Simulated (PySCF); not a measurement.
Stationary points of BrF₅

Level of theory: PBE0 in PySCF with Br def2-SVP, F def2-SVP; no relativity; density-fitted integrals.

Relaxations began from a few typed shapes. The search is not exhaustive: other isomers or separated fragments can lie lower, and high-lying points may rest on an excited occupation.

| spin | group | bonds | angles | imaginary modes (cm⁻¹) | ΔE (kJ/mol) | ΔE with ZPE (kJ/mol) |
| --- | --- | --- | --- | --- | --- | --- |
| singlet | C4v | Br–F 1.732 Å, Br–F 1.777 Å (×4) | F–Br–F 84.7° (×4), F–Br–F 89.5° (×4), F–Br–F 169.3° (×2) | none | 0.0 | 0.0 |
| singlet | D3h | Br–F 1.813 Å (×2), Br–F 1.841 Å (×3) | F–Br–F 90.0° (×6), F–Br–F 120.0° (×3), F–Br–F 180.0° | 2 found | 171.1 | – |

The lowest minimum found is the singlet C4v: Br–F 1.732 Å, Br–F 1.777 Å (×4); F–Br–F 84.7° (×4), F–Br–F 89.5° (×4), F–Br–F 169.3° (×2).

Counting electrons, bromine keeps 2 of its valence electrons outside its bonds, so the VSEPR class is AX5E1 and the expected shape is square pyramidal (C4v), as computed.
